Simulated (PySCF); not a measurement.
A structure optimised at PBE-D3(BJ)/def2-SVP, used in a PySCF frequency run:

```
Si
F 1 1.6423
C 1 1.8337 2 107.64
C 3 1.2284 2 146.94 1 177.86
H 4 1.0827 2 156.69 1 178.86
C 1 1.8337 2 107.64 3 117.46
C 6 1.2284 2 146.94 1 -177.86
H 7 1.0827 2 156.69 1 -178.86
C 1 1.8633 2 108.99 3 -121.27
H 9 1.1083 1 110.42 2 60.20
H 9 1.1083 10 108.82 1 121.35
H 9 1.1086 10 108.45 11 117.78
```

### Question
Write its SMILES, formula and point group.

### Answer
C#C[Si](C)(F)C#C, C5H5FSi, Cs

### Question
What are its rotational constants (standard atomic weights)?

### Answer
2.4017, 1.6817, 1.3752 GHz
